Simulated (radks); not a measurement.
All-electron atom: the bismuth anion Bi- in [Hg] 6p4. All-electron calculation, scalar-relativistic Kohn-Sham, LDA (Slater exchange, Perdew-Wang correlation), spin-polarised, spherical densities, finite nucleus; open shells are filled with parallel spins first (spin-orbit coupling, left out, can overturn this in heavy ions); Fermi nuclear charge, rms radius 5.5211 fm; hard spherical wall at 7 bohr. Program: a radial shooting solver on a logarithmic mesh with Libxc functionals.

Normalised radial functions P(r) = r R(r), r in bohr:

| r | 6p down | 7s up |
|---|---|---|
| 0.001089 | 0.0009 | 0.0202 |
| 0.001705 | 0.0019 | 0.0271 |
| 0.002669 | 0.0040 | 0.0350 |
| 0.004144 | 0.0081 | 0.0423 |
| 0.006486 | 0.0161 | 0.0456 |
| 0.01015 | 0.0305 | 0.0383 |
| 0.01589 | 0.0530 | 0.0126 |
| 0.02467 | 0.0777 | -0.0307 |
| 0.03862 | 0.0827 | -0.0681 |
| 0.06044 | 0.0274 | -0.0418 |
| 0.09385 | -0.0815 | 0.0588 |
| 0.1469 | -0.1038 | 0.0851 |
| 0.2299 | 0.0818 | -0.0824 |
| 0.3598 | 0.1488 | -0.0967 |
| 0.5587 | -0.1471 | 0.1698 |
| 0.8745 | -0.2319 | 0.0902 |
| 1.369 | 0.2089 | -0.3097 |
| 2.125 | 0.5792 | -0.2489 |
| 3.326 | 0.5539 | 0.3377 |
| 5.207 | 0.2756 | 0.5871 |

6p down: eigenvalue 3.010 eV, 4 radial nodes at r = 0.0681, 0.195, 0.463, 1.14 bohr, <r> = 3.11 bohr, 90 % of the charge inside 4.67 bohr. 7s up (empty): eigenvalue 7.975 eV, 6 radial nodes at r = 0.0183, 0.0740, 0.190, 0.427, 0.967, 2.63 bohr, <r> = 4.33 bohr, 90 % of the charge inside 5.74 bohr.
